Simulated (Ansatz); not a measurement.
Isolated molecules relaxed with PBE0-D4/def2-TZVP in Ansatz; ΔE leaves out vibrations. CCSD(T)/CBS adds triple-zeta CCSD(T) − MP2 to the extrapolated MP2 energy (def2 sets, frozen cores). This one scheme is used for every species. DFT in def2-TZVPP. B3LYP here is the variant with VWN-RPA as its local correlation; programs differ in this. One conformer a species, not always the lowest.

Consider the cleavage of the Si–Si bond: `O[SiH2][SiH]([SiH3])Cl` + CH₃OH → `CO[SiH]([SiH3])Cl` + silanol.

| level | ΔE (kJ/mol) | difference from CCSD(T)/CBS |
| --- | --- | --- |
| B3LYP-D4 | -102.5 | 0.5 |
| PBE0 | -87.2 | 15.8 |
| HF/def2-TZVPP | -127.0 | -24.0 |
| MP2/def2-TZVPP | -112.9 | -9.9 |
| SCS-MP2/def2-TZVPP | -116.4 | -13.4 |
| CCSD/def2-TZVPP | -108.6 | -5.6 |
| CCSD(T)/def2-TZVPP | -105.8 | -2.8 |
| MP2/def2-QZVPP | -111.8 | -8.8 |
| MP2/CBS(def2) | -110.1 | -7.1 |
| CCSD/CBS(def2) | -105.8 | -2.8 |
| CCSD(T)/CBS | -103.0 | 0 |

Largest T1 diagnostic among the species: 0.012.

The D4 term adds +3.2 kJ/mol with B3LYP and +1.9 kJ/mol with PBE0; it sums over pairs of atoms, weighted by their polarisabilities, and B3LYP, whose exchange is more repulsive, gets the larger term. In def2-TZVPP, CCSD(T) changes the Hartree–Fock value by +21.2 kJ/mol (the triples alone add +2.8 kJ/mol) and MP2 by +14.1 kJ/mol.
